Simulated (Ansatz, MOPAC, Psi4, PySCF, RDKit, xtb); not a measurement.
Noncovalent pair: C2H2 (SMILES C#C) (first 4 atoms) with N2 (SMILES N#N); geometry from B3LYP-D3(BJ)/def2-TZVP, rigid monomers moved along the line of their centres of mass till H4···N6 is 2.34 Å.
(charge 0, multiplicity 1):
```xyz
6

C     -0.437     0.428    -1.031
C     -0.041     0.040     0.030
H     -0.790     0.773    -1.972
H      0.309    -0.302     0.974
N      0.403    -0.396     4.389
N      0.476    -0.467     3.303
```

```
level                                                     interaction energy (kcal/mol)  minus MP2/CBS(aug-cc-pVDZ, aug-cc-pVTZ) + ΔCCSD(T)/aug-cc-pVDZ  cost
--------------------------------------------------------  -----------------------------  --------------------------------------------------------------  ----
MMFF94                                                                             2.03                                                            2.42     -
UFF                                                                                1.86                                                            2.25     -
AM1                                                                                1.12                                                            1.51     -
PM3                                                                                0.70                                                            1.08     -
PM6                                                                               -0.08                                                            0.30     -
PM7                                                                               -0.18                                                            0.21     -
GFN1-xTB                                                                          -0.47                                                           -0.08     -
GFN2-xTB                                                                          -0.56                                                           -0.18     -
HF/STO-3G (no counterpoise)                                                       -0.23                                                            0.16     -
HF/3-21G (no counterpoise)                                                        -1.57                                                           -1.19     -
HF/6-31G*                                                                          0.61                                                            0.99     -
HF/6-31G* (no counterpoise)                                                        0.38                                                            0.77     -
HF/aug-cc-pVDZ                                                                     0.72                                                            1.11     -
HF/aug-cc-pVTZ                                                                     0.68                                                            1.07     -
PBE/def2-TZVPPD                                                                   -0.21                                                            0.18    ×1
PBE-D3(BJ)/def2-TZVPPD                                                            -0.65                                                           -0.26    ×1
PBE-D4/def2-TZVPPD                                                                -0.55                                                           -0.16    ×1
BP86/6-31G* (no counterpoise)                                                     -0.14                                                            0.25     -
r2SCAN/def2-TZVPPD                                                                 0.12                                                            0.50    ×2
r2SCAN-D3(BJ)/def2-TZVPPD                                                         -0.07                                                            0.32    ×2
B3LYP/3-21G (no counterpoise)                                                     -2.81                                                           -2.42     -
B3LYP/6-31G* (no counterpoise)                                                    -0.50                                                           -0.12     -
B3LYP/def2-TZVPPD                                                                  0.20                                                            0.58    ×2
B3LYP-D3(BJ)/def2-TZVPPD                                                          -0.48                                                           -0.09    ×2
PBE0/def2-TZVPPD                                                                  -0.13                                                            0.25    ×2
PBE0-D3(BJ)/def2-TZVPPD                                                           -0.55                                                           -0.16    ×2
PBE0-D4/def2-TZVPPD                                                               -0.45                                                           -0.06    ×2
M06-2X/6-31G* (no counterpoise)                                                   -0.61                                                           -0.23     -
wB97X-V/def2-TZVPPD                                                               -0.29                                                            0.09    ×4
wB97M-V/def2-TZVPPD                                                               -0.26                                                            0.12    ×5
MP2/6-31G*                                                                        -0.14                                                            0.25     -
MP2/6-31G* (no counterpoise)                                                      -0.86                                                           -0.47     -
MP2/aug-cc-pVDZ                                                                   -0.31                                                            0.07     -
MP2/aug-cc-pVTZ                                                                   -0.48                                                           -0.10    ×3
MP2/CBS(aug-cc-pVDZ, aug-cc-pVTZ)                                                 -0.54                                                           -0.15     -
SCS-MP2/aug-cc-pVDZ                                                               -0.04                                                            0.35     -
CCSD/aug-cc-pVDZ                                                                  -0.01                                                            0.38     -
CCSD(T)/aug-cc-pVDZ                                                               -0.16                                                            0.23   ×10
MP2/CBS(aug-cc-pVDZ, aug-cc-pVTZ) + ΔCCSD(T)/aug-cc-pVDZ                          -0.39                                                            0.00   ×10
SAPT0/jun-cc-pV(D+d)Z                                                             -0.34                                                            0.05     -
```

 The comparison column counts from a level with limits of its own.

The rows run from -2.81 (B3LYP/3-21G (no counterpoise)) to 2.03 kcal/mol (MMFF94). In aug-cc-pVDZ the value moves HF 0.72, MP2 -0.31, CCSD -0.01, CCSD(T) -0.16, a shift of -0.88 from HF to CCSD(T). From aug-cc-pVDZ to aug-cc-pVTZ MP2 changes by -0.17. The dispersion term adds -0.44 in PBE-D3(BJ), -0.34 in PBE-D4, -0.19 in r2SCAN-D3(BJ). The 6 functionals in def2-TZVPPD without D3 or D4 span 0.49, from wB97X-V to B3LYP.

Counterpoise-corrected where a basis set is named; no monomer relaxation. Rows marked so take none. RDKit's UFF carries no charges.

Frozen-core correlation. CBS: X⁻³ extrapolation of the correlation energy, Hartree–Fock from the larger set. Rows in 3-21G, 6-31G*, STO-3G carry no dispersion term and start afresh at each structure (6-31G* with six Cartesian d functions). MP2/6-31G* freezes PySCF's default core. The state that AM1, PM3, PM6, PM7 reach isn't checked; PM7 holds dispersion and hydrogen-bond terms.

Codes used: Ansatz (Gaussian orbitals); MOPAC for AM1, PM3, PM6, PM7 (differences of heats of formation); Psi4 for SAPT; PySCF for 3-21G rows, 6-31G* rows, STO-3G rows, the dispersion terms; RDKit for the force fields; xtb for the GFN methods. 

Costs are rough ratios of core time to PBE/def2-TZVPPD (about 4 s over the structures, on one shared machine); a dash marks a level with no comparable run of its own.

Ansatz is an electronic-structure program.
